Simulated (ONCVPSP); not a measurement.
# Fe (Z = 26): ONCV pseudisation with LDA (Perdew-Wang 92), non-relativistic reference atom.

ONCVPSP 4.0.1 input, shortened (lines: element, Z, core and valence counts, functional; n l f; lmax; l rc ep ncon nbas qcut; lloc lpopt rc5 dvloc0; l nproj debl; icmod fcfact rcfact), LDA (Perdew-Wang 92), non-relativistic:

```
  Fe 26.00    5    2  -001012      upf
    1    0    2.00
    2    0    2.00
    2    1    6.00
    3    0    2.00
    3    1    6.00
    3    2    6.50
    4    0    1.50
    2
    0    2.30    0.00    3    8    2.30
    1    2.10    0.30    4    7    4.40
    2    1.20    0.00    5    9   15.80
    4    5    1.15    0.00
    0    2    3.70
    1    1    1.00
    2    3    1.40
    0    0.00    0.00
```

All-electron outer shells of the reference configuration (LDA (PZ), non-relativistic, ld1.x):

```
shell  level (eV)  outermost node (bohr)  outermost maximum (bohr)
   3p      -57.06                   0.30                      0.72
   3d       -5.92                      –                      0.71
   4s       -4.84                   1.02                      2.47
```

What the tests gave:

```
Cutoffs needed      : 82 Ha and 95 Ha (the cutoffs (Ha) at which the residual kinetic energy of the hardest occupied pseudo-wave falls to 1 and 0.1 mHa per electron)
Ghost test          : no bound ghost flagged; GHOST(+) flagged for p at 18.6 eV, s at 30.5 eV
Configuration tests : 1 of 4 tests not solved or not reliable
```

Generation and tests took about 3.2 s on one core of a shared server CPU.
